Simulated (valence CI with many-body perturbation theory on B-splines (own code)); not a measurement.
Hg XXXI: one-electron terms

Computed by relativistic CI+MBPT: four valence electrons over a frozen Dirac-Fock core [Kr] 4d10, a basis of 8 s, 8 p, 9 d, 9 f, 6 g, 3 h, 2 i functions for each j, with the one-electron correlation potential Σ1 (screened to all orders), the two-electron term Σ2, the three-electron term Σ3, Breit, model QED; selected single and double excitations, second order for the rest (own B-spline code, finite nucleus).

No measured spectrum was set against this ion. As an estimate, large intervals hold to a few tenths of a per cent, small ones and those within an open d or f shell to about a per cent. Core correlation moves these levels by up to 4400 cm⁻¹, and in measured spectra 5 to 20 % of such shifts remained as error; rates that hang on mixing are uncertain with them. Only levels of the ground parity were solved; by the run's estimate the other parity begins above the list, which can be wrong where configurations are misplaced.

These are the spectroscopic orbitals of the CI (the correlating ones are not listed), shaped by the core and the other valence electrons. h is the expectation value of the core's Dirac-Fock operator, without the valence repulsion; Σ1 is computed up to l = 3 at one energy for each symmetry, that of its lowest orbital but kept below the first core excitation, so for empty shells it is not the orbital's own correlation shift; Breit and QED include the response of the core.

| Orbital | h (hartree) | Σ1 (cm⁻¹) | Breit (cm⁻¹) | QED (cm⁻¹) | ⟨r⟩ (bohr) |
| --- | --- | --- | --- | --- | --- |
| 5s1/2 | -37.87 | -20824 | 5012 | 4058 | 0.7110 |
| 6s1/2 | -23.764 | -6797 | 2382 | 1937 | 1.137 |
| 7s1/2 | -16.366 | -3337 | 1347 | 1113 | 1.651 |
| 5p1/2 | -35.874 | -19065 | 7519 | 178 | 0.7295 |
| 6p1/2 | -22.753 | -6762 | 3834 | 93.1 | 1.160 |
| 7p1/2 | -15.772 | -3366 | 2181 | 54.4 | 1.689 |
| 5p3/2 | -34.186 | -15810 | 4118 | 483 | 0.7685 |
| 6p3/2 | -21.907 | -6027 | 2151 | 254 | 1.207 |
| 7p3/2 | -15.283 | -3081 | 1378 | 148 | 1.745 |
| 5d3/2 | -31.027 | -14513 | 2824 | -230 | 0.7952 |
| 6d3/2 | -20.253 | -5977 | 1552 | -122 | 1.255 |
| 7d3/2 | -14.307 | -3164 | 928 | -72.2 | 1.815 |
| 5d5/2 | -30.679 | -13813 | 1748 | -78.0 | 0.8055 |
| 6d5/2 | -20.073 | -5743 | 954 | -40.4 | 1.267 |
| 7d5/2 | -14.201 | -3051 | 580 | -23.5 | 1.829 |
| 4f5/2 | -46.246 | -31354 | 1224 | -718 | 0.3905 |
| 5f5/2 | -26.985 | -13324 | 659 | -202 | 0.8247 |
| 4f7/2 | -46.007 | -30568 | -774 | -535 | 0.3939 |
| 5f7/2 | -26.897 | -13110 | 1.2 | -143 | 0.8280 |
| 5g7/2 | -23.845 |  | -146 | -55.7 | 0.8204 |
| 5g9/2 | -23.829 |  | -330 | -39.1 | 0.8213 |

Among the shells of the start configuration 4f4, Σ1 is largest in size for 4f5/2, where it is 0.31 % of h.

Lowest root of each symmetry, sizes in configuration state functions:

| J | Parity | Roots | Reference | Variational | Second order | Change by selected CI (cm⁻¹) | Change by second order (cm⁻¹) |
| --- | --- | --- | --- | --- | --- | --- | --- |
| 0 | even | 3 | 14 | 8772 | 20726 | -9753 | -4 |
| 1 | even | 5 | 30 | 22247 | 10922 | -6972 | -3 |
| 2 | even | 10 | 52 | 25294 | 25715 | -8089 | -23 |
| 3 | even | 9 | 54 | 23378 | 38478 | -7274 | -64 |
| 4 | even | 12 | 59 | 24312 | 42304 | -6038 | -56 |
| 5 | even | 10 | 48 | 23783 | 40513 | -5564 | -53 |
| 6 | even | 9 | 39 | 23974 | 33657 | -5596 | -52 |
| 7 | even | 7 | 25 | 23466 | 23940 | -5843 | -40 |
| 8 | even | 6 | 18 | 24711 | 11893 | -6095 | -11 |
| 9 | even | 2 | 7 | 17673 | 8360 | -6165 | -8 |
| 10 | even | 2 | 3 | 13232 | 4174 | -6305 | -4 |
